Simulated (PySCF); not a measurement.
## Two-component Hartree-Fock for Zn²³⁺ (zinc, charge +23)

Start: [He] 2s2 2p3; 2p1/2 filled at m_j = -1/2, +1/2; 2p3/2 filled at m_j = +3/2. Calculated with PySCF 2.14 in an even-tempered Gaussian basis (17 s from 6.6 bohr⁻², ratio 2.4; 11 p from 8.6 bohr⁻², ratio 2.4; 5 d from 33 bohr⁻², ratio 2.6; 4 f from 49 bohr⁻², ratio 2.6): generalised Hartree-Fock with the X2C-1e Hamiltonian and a Gaussian nucleus; one run each with spin-orbit coupling (SO) switched off, then screened by Boettger's factors.

| spinor shell | electrons | ε, spin-free (eV) | ε, screened SO (eV) | weight of nominal j (screened SO) | rms radius, screened SO (bohr) |
| --- | --- | --- | --- | --- | --- |
| 1s1/2 | 2 | -11040.6 | -11039.3 | 1.000 | 0.0577 |
| 2s1/2 | 2 | -2330.6 | -2330.2 | 1.000 | 0.232 |
| 2p1/2 | 2 | -2235.1 | -2241.4 | 0.810 | 0.202 |
| 2p3/2 | 1 | -2235.1 | -2222.6 | 1.000 | 0.204 |

```csv
quantity,spin-free,screened SO
E (hartree),-1351.63428,-1351.96829
M_J,3/2,3/2
⟨J²⟩,3.750,3.763
⟨L²⟩,0.000,0.536
⟨S²⟩,3.750,3.086
```

Each row is a mean over spinors that exchange with the open shell spreads, by up to 58.850 eV (2s1/2).

Rows whose weight is well below 1 are mixtures of j = l ± 1/2: exchange outweighs spin-orbit coupling there, and the label is only the starting occupation.

Without spin-orbit coupling the j labels of p, d and f shells carry no meaning; the spin-free column gives the mean over the occupied spinors of each nl shell.
